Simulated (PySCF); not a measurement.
# Correlation energy of Si⁺ (silicon, charge +1)

[Ne] 3s2 3p1, 2P determinant. Computed with PySCF 2.14 in aug-cc-pV(Q+d)Z with one added diffuse shell each of s, p, d, f, g type (8s7p6d4f3g, 114 functions), with no relativity, point nucleus. Frozen: [Ne]; 3 electrons correlated.

MP2 pair energies summed by pair of shells (mhartree):

| pair | energy | share (%) |
| --- | --- | --- |
| 3s-3s | -24.12 | 54.8 |
| 3s-3p | -19.92 | 45.2 |

Total MP2 correlation energy: -44.04 mhartree.

Same-spin part -2.82 and opposite-spin part -41.22 mhartree; SCS-MP2 scales them by 1/3 and 6/5 to -50.40 mhartree.
